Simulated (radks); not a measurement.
The mean radii <r> (bohr) of the occupied orbitals of an atom or ion are listed with their occupations. All-electron calculation, Dirac Kohn-Sham, PBE, spin-unpolarised, spherical densities, finite nucleus; Fermi nuclear charge, rms radius of each element as measured or else 0.836 A^(1/3) + 0.57 fm. Program: a radial shooting solver on a logarithmic mesh with Libxc functionals.

orbital  occ.      <r>
1s1/2       2  0.02001
2s1/2       2  0.08431
2p1/2       2  0.07008
2p3/2       4  0.07747
3s1/2       2   0.2205
3p1/2       2   0.2103
3p3/2       4   0.2242
3d3/2       4   0.1973
3d5/2       6   0.2016
4s1/2       2   0.4968
4p1/2       2   0.5049
4p3/2       4   0.5364
4d3/2       4   0.5616
4d5/2       6   0.5726
5s1/2       2    1.189
5p1/2       2    1.316
5p3/2       4    1.411
4f5/2       6   0.7116
4f7/2       5   0.7224
6s1/2       2    3.248
6p1/2       2    4.103

Name the element and its charge. Open shells, if any, fill j = l - 1/2 first.

Answer. Z = 69, thulium, charge 0: Tm in [Xe] 4f11 6s2 6p2. The 1s radius gives Z: for a bare nucleus <r> = (2 gamma + 1)/(2Z) with gamma = sqrt(1 - (Z/c)^2), 0.01977 bohr for Z = 69, and screening makes it slightly larger (0.02001 here). The occupations add up to 69, and the charge is Z minus that.
